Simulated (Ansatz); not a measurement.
Name a neutral molecule of B, C, N, P and H with LUMO energy (PBE0/def2-TZVPP) between -0.40 and -0.10 eV and size of the dipole moment (ωB97M-V/def2-TZVPP) between 0.30 and 0.60 D (Ansatz, PBE0-D4/def2-TZVP geometry).

`CN1BNP1` (-0.36 eV, 0.41 D). Other molecules can fit too; these were computed, each in one conformer that needn't be the lowest.
